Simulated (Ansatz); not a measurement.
`C[SiH2]BN` + `OC[SiH2]F` → `NBOC[SiH2]F` + `C[SiH3]`  (cleavage of the B–Si bond)

Calculated with Ansatz (gas phase, PBE0-D4/def2-TZVP geometries, no zero-point term in ΔE). CCSD(T)/CBS adds triple-zeta CCSD(T) − MP2 to the extrapolated MP2 energy (def2 sets, frozen cores). This one scheme is used for every species. DFT in def2-TZVPP. B3LYP here is the variant with VWN-RPA as its local correlation; programs differ in this. Each species was taken in one conformer, which may not be the lowest.

Question: Is it downhill or uphill in electronic energy at CCSD(T)/CBS, and by how much? (Estimate.)

Answer: Ansatz gave: Downhill: ΔE = -1.43 eV.

Question: What do these levels give: PBE-D4, PBE0-D4, B3LYP-D4, ωB97X-V, ωB97M-V, PBE, B3LYP, HF/def2-QZVPP, MP2/def2-QZVPP, SCS-MP2/def2-QZVPP, HF/CBS(def2), CCSD/CBS(def2)? (Estimate.)

Answer: The calculation gave: PBE-D4 -1.27, PBE0-D4 -1.33, B3LYP-D4 -1.45, ωB97X-V -1.43, ωB97M-V -1.46, PBE -1.27, B3LYP -1.45, HF/def2-QZVPP -1.66, MP2/def2-QZVPP -1.50, SCS-MP2/def2-QZVPP -1.50, HF/CBS(def2) -1.66, CCSD/CBS(def2) -1.45 eV.

Largest T1 diagnostic among the species: 0.012.

From PBE to PBE0 (25 % exact exchange), in def2-TZVPP and without D4, ΔE moves by −0.07 eV. In def2-TZVPP, CCSD(T) changes the Hartree–Fock value by +0.20 eV (the triples alone add +0.02 eV) and MP2 by +0.15 eV.
